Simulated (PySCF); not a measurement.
Input file for PySCF: R-M06-2X/def2-TZVPP on CH5BOSe (SMILES COB[SeH]), a point of a torsion scan.

```python
from pyscf import gto, dft

mol = gto.M(
    atom='''
    C    -1.11229192   -0.77981624   -0.03827186
    O    -0.38217163    0.18424765   -0.74661701
    B     0.38935142    1.17631263   -0.35245466
    Se   -0.22283260    2.63864778    0.79325549
    H    -0.46272378   -1.63581699    0.16096776
    H    -1.95238837   -1.10039870   -0.65694062
    H    -1.49277122   -0.38638611    0.91288546
    H     1.37395725    1.40216696   -0.94935099
    H    -1.49669817    2.08553439    1.18674867
    ''',
    basis='def2-tzvpp',
    charge=0, spin=0, verbose=4, max_memory=1800)
mf = dft.RKS(mol, xc='m062x').density_fit(auxbasis='def2-universal-jkfit')
mf.grids.level = 4
mf.conv_tol = 1e-9
mf.max_cycle = 150
mf.kernel()
mf.dip_moment()
```

The log:

```
PySCF version 2.14.0

[INPUT] verbose = 4
[INPUT] num. atoms = 9
[INPUT] num. electrons = 58
[INPUT] charge = 0
[INPUT] spin (= nelec alpha-beta = 2S) = 0
[INPUT] symmetry False subgroup None
[INPUT] Mole.unit = angstrom
[INPUT] Symbol           X                Y                Z      unit          X                Y                Z       unit  Magmom
[INPUT]  1 C     -1.112291920000  -0.779816240000  -0.038271860000 AA   -2.101927099367  -1.473639121088  -0.072323333678 Bohr   0.0
[INPUT]  2 O     -0.382171630000   0.184247650000  -0.746617010000 AA   -0.722199713279   0.348177597595  -1.410901668842 Bohr   0.0
[INPUT]  3 B      0.389351420000   1.176312630000  -0.352454660000 AA    0.735767550011   2.222908707567  -0.666042778727 Bohr   0.0
[INPUT]  4 Se    -0.222832600000   2.638647780000   0.793255490000 AA   -0.421092585625   4.986321643392   1.499035622908 Bohr   0.0
[INPUT]  5 H     -0.462723780000  -1.635816990000   0.160967760000 AA   -0.874421215523  -3.091246101010   0.304184981285 Bohr   0.0
[INPUT]  6 H     -1.952388370000  -1.100398700000  -0.656940620000 AA   -3.689479308086  -2.079452170827  -1.241437851902 Bohr   0.0
[INPUT]  7 H     -1.492771220000  -0.386386110000   0.912885460000 AA   -2.820928772433  -0.730163926236   1.725103502498 Bohr   0.0
[INPUT]  8 H      1.373957250000   1.402166960000  -0.949350990000 AA    2.596402909361   2.649711535314  -1.794013367185 Bohr   0.0
[INPUT]  9 H     -1.496698170000   2.085534390000   1.186748670000 AA   -2.828349632438   3.941088820462   2.242629964992 Bohr   0.0

nuclear repulsion = 227.00991818334
number of shells = 79
number of NR pGTOs = 321
number of NR cGTOs = 211
basis = def2-tzvpp
ecp = {}


******** <class 'pyscf.df.df_jk.DFRKS'> ********
method = DFRKS
initial guess = minao
damping factor = 0
level_shift factor = 0
DIIS = <class 'pyscf.scf.diis.CDIIS'>
diis_start_cycle = 1
diis_space = 8
diis_damp = 0
SCF conv_tol = 1e-09
SCF conv_tol_grad = None
SCF max_cycles = 150
direct_scf = False
XC library pyscf.dft.libxc version 7.1.2
    S. Lehtola, C. Steigemann, M. J. T. Oliveira, and M. A. L. Marques,  SoftwareX 7, 1–5 (2018)
XC functionals = m062x
    Y. Zhao and D. G. Truhlar,  Theor. Chem. Acc. 120, 215 (2008)
    Y. Zhao and D. G. Truhlar,  Theor. Chem. Acc. 120, 215 (2008)
radial grids:
    Treutler-Ahlrichs [JCP 102, 346 (1995); DOI:10.1063/1.469408] (M4) radial grids

becke partition: Becke, JCP 88, 2547 (1988); DOI:10.1063/1.454033
pruning grids: <function nwchem_prune>
grids dens level: 4
symmetrized grids: False
atomic radii adjust function: <function treutler_atomic_radii_adjust>
small_rho_cutoff = 0
Set gradient conv threshold to 3.16228e-05
Initial guess from minao.
tot grids = 193704
******** <class 'pyscf.df.df.DF'> ********
auxbasis = def2-universal-jkfit
init E= -2542.36075400023
  HOMO = -0.302381759472323  LUMO = -0.0538720093987948  gap/eV = 6.76229
cycle= 1 E= -2542.74519441095  delta_E= -0.384  |g|= 0.548  |ddm|= 2.23
  HOMO = -0.269253598844035  LUMO = 0.0188908731708965  gap/eV = 7.84081
cycle= 2 E= -2542.72937572127  delta_E= 0.0158  |g|= 0.66  |ddm|= 0.668
  HOMO = -0.298141724040704  LUMO = 0.00802571565160236  gap/eV = 8.33124
cycle= 3 E= -2542.80133841565  delta_E= -0.072  |g|= 0.0631  |ddm|= 0.344
  HOMO = -0.304384337858596  LUMO = 0.00981711738672755  gap/eV = 8.54986
cycle= 4 E= -2542.80211018317  delta_E= -0.000772  |g|= 0.018  |ddm|= 0.059
  HOMO = -0.303209404310352  LUMO = 0.00913718984793289  gap/eV = 8.49938
cycle= 5 E= -2542.80221044565  delta_E= -0.0001  |g|= 0.00657  |ddm|= 0.0235
  HOMO = -0.303228903717578  LUMO = 0.00958478826780385  gap/eV = 8.51209
cycle= 6 E= -2542.80221939428  delta_E= -8.95e-06  |g|= 0.00103  |ddm|= 0.00485
  HOMO = -0.303124094096448  LUMO = 0.00959474619676077  gap/eV = 8.50951
cycle= 7 E= -2542.80221975483  delta_E= -3.61e-07  |g|= 0.000347  |ddm|= 0.00158
  HOMO = -0.30316960640764  LUMO = 0.00960701787879535  gap/eV = 8.51109
cycle= 8 E= -2542.80221980225  delta_E= -4.74e-08  |g|= 9.58e-05  |ddm|= 0.000535
  HOMO = -0.303162114208396  LUMO = 0.00959776457956361  gap/eV = 8.51063
cycle= 9 E= -2542.80221980749  delta_E= -5.23e-09  |g|= 3.94e-05  |ddm|= 0.000179
  HOMO = -0.303160509947725  LUMO = 0.00960330664001348  gap/eV = 8.51074
cycle= 10 E= -2542.80221980822  delta_E= -7.31e-10  |g|= 1.12e-05  |ddm|= 5.45e-05
  HOMO = -0.303161571509773  LUMO = 0.00960166269632666  gap/eV = 8.51072
Extra cycle  E= -2542.8022198083  delta_E= -8.23e-11  |g|= 8.17e-06  |ddm|= 2.05e-05
converged SCF energy = -2542.8022198083
Dipole moment(X, Y, Z, Debye): -1.10080, -2.00259,  0.57979
```

The run converged.

Cost: very roughly 60 core-seconds.
